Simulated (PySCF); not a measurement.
Sb(Br)(TeH)2 (BrH2SbTe2), SMILES [Sb]([Br])([TeH])[TeH].

Geometry: PBE0-D3(BJ)/def2-SVP. The def2 effective core potentials stand for the cores of Sb, Te; spin–orbit coupling is left out.

Two levels are set side by side: TDA-PBE/def2-SVPD (PySCF) and TDA-ωB97X/def2-SVPD (PySCF). Vertical, same geometry. The lowest singlet is HOMO→LUMO 63 %, HOMO→LUMO+1 18 %, HOMO−1→LUMO 17 % with PBE and HOMO→LUMO 66 %, HOMO→LUMO+1 11 %, HOMO→LUMO+2 10 % with the other functional; states are paired by order. Differences are taken from unrounded values.

| quantity | TDA-PBE |
|---|---|
| lowest singlet excitation (eV) | 2.92 |
| lowest triplet excitation (TDA) (eV) | 2.61 |

Q: These are the TDA-PBE values. What does TDA-ωB97X give? (An estimate is asked for; the answer gives what the named calculation found.)

A: 
```tsv
quantity	TDA-ωB97X	TDA-PBE minus TDA-ωB97X
lowest singlet excitation (eV)	3.44	-0.52
lowest triplet excitation (TDA) (eV)	2.99	-0.38
```

A lower first singlet is the usual sign of a functional without exact exchange. Differences between two approximate levels are no errors against the true value.

Rough cost on one machine, each run with all the roots and properties that it gave: TDA-ωB97X against TDA-PBE about 5 times.
